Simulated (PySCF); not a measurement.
Electronic structure of Pb (lead, neutral) at the LDA level

Configuration: [Xe] 4f14 5d10 6s1 6p3, high-spin 5S determinant (an excited configuration). Computed with PySCF 2.14 in x2c-TZVPPall with one added diffuse shell each of s, p, d, f type (12s8p7d4f, 99 functions), with the spin-free X2C one-electron Hamiltonian (Gaussian nucleus).

* Total energy: -20873.13 hartree
* One-electron energy: -28562.86 hartree
* Hartree (Coulomb) energy: 8072.16 hartree
* Exchange-correlation energy: -382.43 hartree
* ⟨S²⟩: 6.0020
* ⟨L²⟩: 0.000
* Sum of ⟨r⟩: 49.69 bohr
* Sum of ⟨r²⟩: 75.45 bohr²
* Langevin diamagnetic susceptibility: -59.8 ×10⁻⁶ cm³/mol

| shell | electrons | mean orbital energy (hartree) | rms radius, mean of both spins (bohr) |
| --- | --- | --- | --- |
| 1s α | 1 | -3222.21898 | 0.0181 |
| 1s β | 1 | -3222.21620 | 0.0181 |
| 2s α | 1 | -576.41234 | 0.0731 |
| 2s β | 1 | -576.41127 | 0.0731 |
| 2p α | 3 | -497.41264 | 0.0673 |
| 2p β | 3 | -497.41127 | 0.0673 |
| 3s α | 1 | -138.45610 | 0.187 |
| 3s β | 1 | -138.45472 | 0.187 |
| 3p α | 3 | -115.66662 | 0.189 |
| 3p β | 3 | -115.66517 | 0.189 |
| 3d α | 5 | -91.16591 | 0.173 |
| 3d β | 5 | -91.16463 | 0.173 |
| 4s α | 1 | -31.34604 | 0.409 |
| 4s β | 1 | -31.34394 | 0.409 |
| 4p α | 3 | -23.82389 | 0.436 |
| 4p β | 3 | -23.82159 | 0.436 |
| 4d α | 5 | -14.78439 | 0.464 |
| 4d β | 5 | -14.78183 | 0.464 |
| 5s α | 1 | -5.33584 | 0.904 |
| 5s β | 1 | -5.33043 | 0.904 |
| 4f α | 7 | -4.94413 | 0.496 |
| 4f β | 7 | -4.94129 | 0.496 |
| 5p α | 3 | -3.23077 | 1.04 |
| 5p β | 3 | -3.22344 | 1.04 |
| 5d α | 5 | -0.83978 | 1.41 |
| 5d β | 5 | -0.81656 | 1.41 |
| 6s α | 1 | -0.51227 | 2.43 |
| 6p α | 3 | -0.18450 | 3.37 |

Spin-orbit coupling, which splits the p, d and f shells strongly at this Z, is absent. Spin-orbit coupling is strong in this species (close to jj coupling), so the high-spin LS determinant is a model state, not a physical level.

Densities and radii are taken from the X2C orbitals without a picture-change correction, which distorts them close to the nucleus.
